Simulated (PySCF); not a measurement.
## Calculated NMR parameters of C[Si@H](N[SiH3])C(C)(C)C

| Quantity | Value |
| --- | --- |
| Formula | C5H17NSi2 |
| SMILES | C[Si@H](N[SiH3])C(C)(C)C |
| Point group of the computed structure | C1 |
| Degrees of unsaturation | 0 |
| Carbon signals | 3 |
| Proton signals | 5 |

Atoms are numbered as in `[CH3:1][Si@H:2]([NH:3][SiH3:4])[C:5]([CH3:6])([CH3:7])[CH3:8]`. Each H is labelled by its parent atom.

- shieldings: GIAO PBE0/pcSseg-1
- structure optimised with GFN2-xTB
- run in PySCF
- a single conformation, averaged over atoms made equivalent by symmetry, fast rotation or ring inversion, isolated molecule, non-relativistic

Chemical shifts δ = σref − σ; TMS for $^{1}$H, $^{13}$C, $^{29}$Si; $^{15}$N against NH3, all at this level.

| carbon | δC, type | δH (multiplicity) | HMBC from (2–3 bonds) | span of the C tensor (ppm) |
| --- | --- | --- | --- | --- |
| C1 | -5.3, CH3 | 0.05 (d) | H(Si2) | 14 |
| C5 | 22.2, C | – | H(Si2), H(C6)/H(C7)/H(C8), H(C1) | 9 |
| C6/C7/C8 | 28.0, CH3 | 0.99 (s) | H(Si2), H(C6)/H(C7)/H(C8) | 42 |

Other nuclei:
```tsv
atoms	nucleus	environment	δ (ppm)	σ (ppm)
H(Si4)	$^{1}$H	hydrogen on a silicon bonded to N	4.85	26.87
H(Si2)	$^{1}$H	hydrogen on a silicon bonded to 2 C, N	4.71	27.00
H(N3)	$^{1}$H	hydrogen on a nitrogen bonded to 2 Si	-0.47	32.19
Si2	$^{29}$Si	silicon bonded to 2 C, N, H	-2.0	351.2
Si4	$^{29}$Si	silicon bonded to N, 3 H	-57.2	406.3
N3	$^{15}$N	nitrogen bonded to 2 Si, H	5.8	262.0
```

Carbon types of the structure: 1 × C, 4 × CH3, leaving 5 H on heteroatoms. δC 28.0: methyl carbon; a saturated carbon with 1 carbon neighbour and no heteroatom attached. δC -5.3: methyl carbon bonded to Si; an electropositive neighbour leaves it electron-rich and shielded. δH 0.99: hydrogen on a methyl carbon. δH 0.05: hydrogen on a methyl carbon bonded to Si; an electropositive neighbour shields it, as in TMS itself. δH -0.47: hydrogen on a nitrogen bonded to 2 Si; labile proton, position sensitive to the medium.

OH and NH positions are those of a molecule without intermolecular hydrogen bonds; in solution they move with solvent, concentration and temperature, and exchange usually removes their couplings. Shifts are as computed. Against solution values, carbons near 30 ppm lie about +3 ppm off and those near 130 ppm about +5 ppm. Of 1309 compounds with measured shifts, 239 miss one by over three times the rms of a fit or turn the order of signals round; such compounds aren't used in these exercises. Experimental scales use liquid or dissolved standards, which lie at an offset from isolated NH3 (liquid NH3: subtract about 20 ppm). No couplings were computed; multiplicities are counted from neighbouring protons, with m where these are inequivalent, close in shift, in a saturated or five-membered ring or joined by F or P, and br s for small geminal =CH2 splittings.
